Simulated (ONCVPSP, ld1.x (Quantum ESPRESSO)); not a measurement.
**Potentials for phosphorus compared**

Generated with ld1.x 7.5 (TM, RRKJ, ultrasoft, PAW), atompaw 4.2 or ONCVPSP 4.0.1. The cutoff is in Ry: for ld1.x and atompaw files where the sum of valence levels is converged to 10 mRy in a Bessel basis, for ONCV files where the hardest occupied wave has 1 mHa per electron of residual kinetic energy. The error is the largest all-electron minus pseudo excitation energy over each file’s own four to seven test configurations (ionisations up to +4, promotions, holes and added fractions of an electron), all of which were solved. The labels leave out finer settings (local radius, basis sizes, second energies), which also bear on the numbers. Spin-polarised tests are not counted. The rows are a selection from randomly drawn settings: files with unsolved tests, undetermined cutoffs or missed reference levels are left out.

A true bound ghost makes a file unfit for plane-wave use even where its test errors are small: the radial tests pick states by their node count and pass the ghost by.

```csv
potential,cutoff (Ry),largest error (meV),bound ghosts
"ONCV, LDA (Perdew-Zunger), fully relativistic, rc 1.55/1.65/1.35 (spd), local d, core correction yes, reference 3s2 3p3, qcut 4.8/4/7.7, projectors 3/1/0",21,+5.6,s
"PAW, revPBE, scalar-relativistic, rc 1.75/1.45/1.35 (spd), local smoothed, core correction yes, reference 3s2 3p3",10,-27,none
"TM, PW91, scalar-relativistic, rc 1.10/1.90/1.50 (spd), local smoothed, core correction yes, reference 3s2 3p3",70,+115,none
"TM, LDA (PZ), scalar-relativistic, rc 1.30/1.60/1.45 (spd), local d, core correction yes, reference 3s2 3p3",35,+157,none
"TM, PBEsol, scalar-relativistic, rc 1.45/1.65 (sp), local s, core correction yes, reference 3s1.5 3p3.5",21,+154,none
```

**Question.** Fill in the row for P: ONCV, LDA (Perdew-Zunger), non-relativistic, rc 1.60/1.55 (sp), local smoothed, core correction yes, reference 3s2 3p2, qcut 3.2/6.3, projectors 3/2.

**Answer.** cutoff 61 Ry, largest error +61 meV, bound ghosts: s.

**Question.** Fill in the row for P: ultrasoft, revPBE, non-relativistic, rc 1.65/1.60/1.40 (spd), local smoothed, core correction yes, reference 3s2 3p3.

**Answer.** cutoff 12 Ry, largest error -26 meV, bound ghosts: none.

**Question.** Fill in the row for P: ONCV, LDA (Perdew-Zunger), scalar-relativistic, rc 1.70/1.95 (sp), local smoothed, core correction yes, reference 3s1 3p4, qcut 3/4.9, projectors 3/2.

**Answer.** cutoff 68 Ry, largest error +16 meV, bound ghosts: none.
